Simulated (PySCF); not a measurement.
## Working out the ionisation energy of Zr

Zr [Kr] 4d2 5s2 (3F) → Zr+ [Kr] 4d2 5s1 (4F). Computed with PySCF 2.14 in aug-cc-pVTZ-PP with ECP28MDF, with scalar relativity through the core potential. Frozen: 4s2 4p6. Energies in hartree (1 hartree = 27.21139 eV):

| part | Zr (lower) | Zr+ (upper) |
| --- | --- | --- |
| UHF | -46.305582 | -46.115108 |
| MP2 opposite-spin | -0.034535 | 0.000000 |
| MP2 same-spin | -0.011696 | -0.012054 |

What does Hartree-Fock give?

(-46.115108) − (-46.305582) = 0.190474 hartree = 5.183 eV.

What do MP2 and SCS-MP2 (6/5 opposite-spin, 1/3 same-spin) give?

The opposite-spin parts differ by 0.940 eV and the same-spin parts by -0.010 eV. MP2: 5.183 + (0.940) + (-0.010) = 6.113 eV. SCS-MP2: 5.183 + 1.2 × (0.940) + (-0.010)/3 = 6.308 eV.

Measured between the centres of the two terms (NIST): 6.639 eV, so MP2 (valence) is off by -0.526 eV.

What remains against the reference includes basis incompleteness, the frozen core and correlation beyond second order.
